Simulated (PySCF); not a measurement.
**Electron correlation in C²⁺ (carbon, charge +2)**

[He] 2s1 2p1, high-spin 3P determinant (an excited configuration). Calculation: PySCF 2.14, in dyall-av3z; the spin-free X2C one-electron Hamiltonian (Gaussian nucleus). Frozen: 1s2; 2 electrons correlated; the 13 highest virtual orbitals of each spin left out.

Total MP2 correlation energy: -3.62 mhartree.

Same-spin part -3.62 and opposite-spin part 0.00 mhartree; SCS-MP2 scales them by 1/3 and 6/5 to -1.21 mhartree.
